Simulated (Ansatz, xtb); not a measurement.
Gas-phase reaction R1 + R2 → P1 + P2, each structure at its B3LYP-D3(BJ)/def2-TZVP stationary point, reached from a drawn start (curvature not checked).
P1, H2 (SMILES [H][H]) (charge 0, multiplicity 1):
```xyz
2

H      0.00000     0.00000     0.37199
H      0.00000     0.00000    -0.37199
```
R1: HCl (SMILES Cl), charge 0, multiplicity 1.
R2: SiH4 (SMILES [SiH4]), charge 0, multiplicity 1.
P2: ClH3Si (SMILES [SiH3]Cl), charge 0, multiplicity 1.

P less R. No zero-point or thermal terms.

Correlated levels freeze the cores. CBS: X⁻³ extrapolation of the correlation energy, Hartree–Fock from the larger set.

Codes used: Ansatz (Gaussian basis) for Hartree–Fock, density functionals and correlated methods; xtb for the GFN methods. All values are computed, each at the level named.

### Question
Predict the reaction energy from GFN2-xTB.

### Answer
-0.58 eV

### Question
What is the computed reaction energy (CCSD(T)/CBS(cc-pV(T+d)Z, cc-pV(Q+d)Z))?

### Answer
-0.77 eV

### Question
Estimate the reaction energy that B2PLYP/def2-TZVPP returns for this input.

### Answer
-0.71 eV

Ansatz is a first-principles code.
